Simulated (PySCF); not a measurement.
Species: C6H12P2.
Numbering: `[CH3:1][P:2]([CH3:3])[P:4]1[CH:5]=[CH:6][CH2:7][CH2:8]1` (hydrogens: H9, H10, H11 on C1; H12, H13, H14 on C3; H15 on C5; H16 on C6; H17, H18 on C7; H19, H20 on C8)

The same species was optimised twice, with GFN2-xTB and with PBE0-D3(BJ)/def2-SVP (PySCF), and the same property calculations (PySCF, gas phase) were run on both structures.

```tsv
coordinate	GFN2-xTB	PBE0-D3(BJ)/def2-SVP	change
P2–P4 (Å)	2.207	2.244	+0.037
P4–C5 (Å)	1.818	1.835	+0.017
C5=C6 (Å)	1.327	1.340	+0.013
P4–C8 (Å)	1.867	1.874	+0.007
C6–C7 (Å)	1.496	1.501	+0.005
C7–C8 (Å)	1.531	1.532	+0.001
C1–P2 (Å)	1.855	1.855	0.000
P2–C3 (Å)	1.856	1.856	0.000
P2–P4–C8 (°)	96.9	98.5	+1.6
C3–P2–P4 (°)	96.2	97.7	+1.5
C1–P2–C3 (°)	97.8	99.3	+1.5
P4–C5–C6 (°)	114.0	113.6	-0.4
P4–C8–C7 (°)	107.7	108.0	+0.3
P2–P4–C5 (°)	96.5	96.8	+0.3
C5–P4–C8 (°)	89.2	89.0	-0.2
C1–P2–P4 (°)	97.0	97.1	+0.1
C1–P2–P4–C5 (°)	-74	-72	+2
```

Rotational constants: A = 2495, B = 1080, C = 944.4 MHz (GFN2-xTB) against A = 2462, B = 1050, C = 917.8 MHz (PBE0-D3(BJ)/def2-SVP). Point groups within 0.08 Å: C1 and C1.

On the GFN2-xTB structure: HOMO (eV) -5.92 [PBE0/pcSseg-1]; LUMO (eV) -0.35 [PBE0/pcSseg-1]; dipole (D) 0.54 [PBE0/pcSseg-1]; GIAO shielding of C1/C3 (mean) (ppm) 171.3 [PBE0/pcSseg-1]; GIAO shielding of P2 (ppm) 404.2 [PBE0/pcSseg-1]; GIAO shielding of P4 (ppm) 335.1 [PBE0/pcSseg-1]; GIAO shielding of C5 (ppm) 52.2 [PBE0/pcSseg-1]; GIAO shielding of C6 (ppm) 33.5 [PBE0/pcSseg-1]; GIAO shielding of C7 (ppm) 147.8 [PBE0/pcSseg-1]; GIAO shielding of C8 (ppm) 158.9 [PBE0/pcSseg-1].

Task: What do these properties become on the PBE0-D3(BJ)/def2-SVP structure?

Result: 
```
                                    property          level  on GFN2-xTB  on PBE0-D3(BJ)/def2-SVP  change
                                   HOMO (eV)  PBE0/pcSseg-1        -5.92                    -5.87   +0.05
                                   LUMO (eV)  PBE0/pcSseg-1        -0.35                    -0.41   -0.06
                                  dipole (D)  PBE0/pcSseg-1         0.54                     0.54    0.00
energy, GFN2-xTB geometry as zero (kcal/mol)  PBE0/pcSseg-1          0.0                     -1.1    -1.1
        GIAO shielding of C1/C3 (mean) (ppm)  PBE0/pcSseg-1        171.3                    170.1    -1.2
                  GIAO shielding of P2 (ppm)  PBE0/pcSseg-1        404.2                    391.0   -13.2
                  GIAO shielding of P4 (ppm)  PBE0/pcSseg-1        335.1                    323.8   -11.3
                  GIAO shielding of C5 (ppm)  PBE0/pcSseg-1         52.2                     48.1    -4.1
                  GIAO shielding of C6 (ppm)  PBE0/pcSseg-1         33.5                     30.1    -3.3
                  GIAO shielding of C7 (ppm)  PBE0/pcSseg-1        147.8                    146.6    -1.2
                  GIAO shielding of C8 (ppm)  PBE0/pcSseg-1        158.9                    157.6    -1.3
```

The heavy atoms differ by 0.037 Å rms after alignment. Among bonds between heavy atoms P2–P4 changes most (+0.037 Å). Changes are differences of the printed values. Neither structure is proved a minimum here.
